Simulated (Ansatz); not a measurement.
The cluster Ni2H4⁻. The state is a doublet with charge -1. Geometry PBE-D4/def2-TZVPD; atoms count from 1.

Cartesian coordinates in Å:
```
Ni 0.865 -0.347 0.773
Ni -0.907 0.702 -0.388
H 2.112 -1.243 0.551
H -1.494 0.891 -1.812
H -0.231 -0.717 -0.295
H -0.345 0.714 1.171
```

The charge -1 doublet is spin-contaminated (final ⟨S²⟩ up to 1.46, 0.75 for a pure state). At PBE0-D4/def2-TZVPD a quartet of charge -1 lies 0.05 eV below the doublet, each at its own geometry. The structure comes from a short search, and lower isomers may exist.

**Question.** Estimate the Mulliken populations from the PBE0/def2-TZVPD orbitals of Ansatz.

**Answer.** 
```csv
atom,charge (e),spin (α − β),d electrons
Ni1,-0.51,1.53,8.62
Ni2,-0.60,-0.71,8.96
H3,-0.04,-0.04,–
H4,-0.03,0.03,–
H5,0.12,0.15,–
H6,0.06,0.03,–
```
Mulliken values depend strongly on the basis. With diffuse functions, as here, like atoms can get unlike values, and bond orders can come out too low or too high.

**Question.** Where does the spin sit?

**Answer.** Summed by element: Ni 0.82, H 0.18, of 1 unpaired in all. Largest on single atoms: Ni1 1.53, Ni2 -0.71, H5 0.15.

**Question.** And the Mayer bond orders between heavy atoms (over 0.3)?

**Answer.** Ni1–Ni2 0.81 (2.36 Å).
